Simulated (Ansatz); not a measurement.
Reactions of B$_{2}$ClH$_{3}$, SMILES `BBCl`.

Calculated with Ansatz (gas phase, PBE0-D4/def2-TZVP geometries, no zero-point term in ΔE). CCSD(T)/CBS adds triple-zeta CCSD(T) − MP2 to the extrapolated MP2 energy (def2 sets, frozen cores). This one scheme is used for every species. Functionals use def2-TZVPP. def2 core potentials past Kr. For Br, I outer-core shells are correlated without core-valence functions, which leaves a few kJ/mol of doubt a bond. Scalar relativity is left out up to krypton. One conformer a species, not always the lowest.

| reaction | r2SCAN-D4 (eV) | PBE0-D4 (eV) | CCSD/CBS(def2) (eV) | ωB97X-V (eV) |
| --- | --- | --- | --- | --- |
| `BBCl` + HBr → `BBBr` + HCl | 0.03 | 0.03 | 0.01 | 0.06 |
| `BBCl` + CH₃NH₂ → `CNBCl` + BH₃ | -1.58 | -1.55 | -1.60 | -1.59 |
| `BBCl` + H₂ → `BCl` + BH₃ | -0.14 | -0.17 | -0.29 | -0.25 |
| `BBCl` + `N=C=N` → `BN=C=N` + `BCl` | -1.32 | -1.30 | -1.29 | -1.28 |
| `BBCl` + `CBI` → `BBCBI` + HCl | 0.75 | 0.73 | 0.75 | 0.77 |
| `BBCl` + `NB(O)Cl` → `BOB(N)Cl` + `BCl` | -1.30 | -1.27 | -1.35 | -1.33 |
| `BBCl` + `CCCl` → `BBCCCl` + HCl | 0.92 | 0.91 | 0.94 | 0.93 |
| `BBCl` + `C[Si](O)(O)O` → `BO[Si](C)(O)O` + `BCl` | -1.48 | -1.44 | -1.52 | -1.50 |
| `BBCl` + H₂S → `BS` + `BCl` | -1.15 | -1.13 | -1.11 | -1.11 |
| `BBCl` + `O[SiH2][SiH3]` → `[SiH3][SiH2]OBCl` + BH₃ | -1.50 | -1.46 | -1.55 | -1.53 |

(1) Give the CCSD(T)/CBS values in the same order. (Best estimate.)

Largest T1 diagnostic: 0.017, for `N=C=N`.

## Answers

(1) Computed: 0.01, -1.61, -0.26, -1.31, 0.74, -1.36, 0.94, -1.52, -1.14, -1.55 eV.
